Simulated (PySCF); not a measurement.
dimethyl telluride (C₂H₆Te), singlet, geometry from GFN2-xTB (core potentials on Te); R2SCAN/def2-SV(P) (PySCF).

Here is a job for PySCF.
```python
from pyscf import gto, scf, dft

mol = gto.Mole()
mol.atom = '''
    C     1.51403960   -0.61814695    0.97361016
    Te    0.01637111    0.19648656   -0.35400888
    C    -1.60205503   -0.43829160    0.92933228
    H     1.38011691   -1.68745138    1.07645886
    H     2.48866467   -0.41855255    0.54994310
    H     1.44343271   -0.14926988    1.94678120
    H    -1.59498997   -1.51573359    1.03418433
    H    -2.53486000   -0.12860379    0.47856174
    H    -1.50556944    0.02094119    1.90487761
'''
mol.basis = 'def2-sv(p)'
mol.ecp = {'Te': 'def2-sv(p)'}
mol.verbose = 4
mol.build()

mf = dft.RKS(mol)
mf.xc = 'r2scan'
mf.grids.level = 2
mf.kernel()
mf.analyze()
```

What the program printed (banner, timings and long lists left out):

```
PySCF version 2.14.0

[INPUT] verbose = 4
[INPUT] num. atoms = 9
[INPUT] num. electrons = 42
[INPUT] charge = 0
[INPUT] spin (= nelec alpha-beta = 2S) = 0
[INPUT] symmetry False subgroup None
[INPUT] Mole.unit = angstrom
[INPUT] Symbol           X                Y                Z      unit          X                Y                Z       unit  Magmom
[...]
nuclear repulsion = 130.783456879979
number of shells = 34
number of NR pGTOs = 133
number of NR cGTOs = 66
basis = def2-sv(p)
ecp = {'Te': 'def2-sv(p)'}

******** <class 'pyscf.dft.rks.RKS'> ********
method = RKS
initial guess = minao
damping factor = 0
level_shift factor = 0
DIIS = <class 'pyscf.scf.diis.CDIIS'>
diis_start_cycle = 1
diis_space = 8
diis_damp = 0
SCF conv_tol = 1e-09
SCF conv_tol_grad = None
SCF max_cycles = 50
direct_scf = True
direct_scf_tol = 1e-13
XC library pyscf.dft.libxc version 7.1.2
    S. Lehtola, C. Steigemann, M. J. T. Oliveira, and M. A. L. Marques,  SoftwareX 7, 1–5 (2018)
XC functionals = r2scan
    J. W. Furness, A. D. Kaplan, J. Ning, J. P. Perdew, and J. Sun,  J. Phys. Chem. Lett. 11, 8208–8215 (2020)
    J. W. Furness, A. D. Kaplan, J. Ning, J. P. Perdew, and J. Sun,  J. Phys. Chem. Lett. 11, 9248–9248 (2020)
    J. W. Furness, A. D. Kaplan, J. Ning, J. P. Perdew, and J. Sun,  J. Phys. Chem. Lett. 11, 8208–8215 (2020)
    J. W. Furness, A. D. Kaplan, J. Ning, J. P. Perdew, and J. Sun,  J. Phys. Chem. Lett. 11, 9248–9248 (2020)
radial grids:
    Treutler-Ahlrichs [JCP 102, 346 (1995); DOI:10.1063/1.469408] (M4) radial grids

becke partition: Becke, JCP 88, 2547 (1988); DOI:10.1063/1.454033
pruning grids: <function nwchem_prune>
grids dens level: 2
symmetrized grids: False
atomic radii adjust function: <function treutler_atomic_radii_adjust>
small_rho_cutoff = 0
Set gradient conv threshold to 3.16228e-05
Initial guess from minao.
tot grids = 68696
init E= -320.012086365499
[...]
cycle= 1 E= -345.790999037484  delta_E= -25.8  |g|= 2.99  |ddm|= 8.41
[...]
cycle= 2 E= -342.041214793476  delta_E= 3.75  |g|= 3.64  |ddm|= 26.7
[...]
cycle= 3 E= -347.388267912423  delta_E= -5.35  |g|= 1.03  |ddm|=   26
[...]
cycle= 4 E= -347.611536958704  delta_E= -0.223  |g|= 0.784  |ddm|= 2.13
[...]
cycle= 5 E= -347.790461159206  delta_E= -0.179  |g|= 0.148  |ddm|= 0.93
[...]
cycle= 6 E= -347.796393769816  delta_E= -0.00593  |g|= 0.0201  |ddm|= 0.185
[...]
cycle= 7 E= -347.796545276903  delta_E= -0.000152  |g|= 0.00508  |ddm|= 0.0378
[...]
cycle= 8 E= -347.796553492323  delta_E= -8.22e-06  |g|= 0.00055  |ddm|= 0.00717
[...]
cycle= 9 E= -347.796553604106  delta_E= -1.12e-07  |g|= 5.82e-05  |ddm|= 0.000865
[...]
cycle= 10 E= -347.796553604934  delta_E= -8.28e-10  |g|= 1.75e-05  |ddm|= 9.46e-05
[...]
Extra cycle  E= -347.796553604777  delta_E= 1.58e-10  |g|= 2.86e-05  |ddm|= 7.65e-05
converged SCF energy = -347.796553604777
**** SCF Summaries ****
Total Energy =                        -347.796553604776705
Nuclear Repulsion Energy =             130.783456879978871
One-electron Energy =                 -833.531340246261152
Two-electron Energy =                  354.951329761505576
Two-electron Coulomb Energy =          388.839628679430405
DFT Exchange-Correlation Energy =      -33.888298917924843
HOMO-LUMO gap [eV] =                     3.856076126638631
**** MO energy ****
[...]
Dipole moment(X, Y, Z, Debye): -0.05100, -0.61195,  1.10267
```
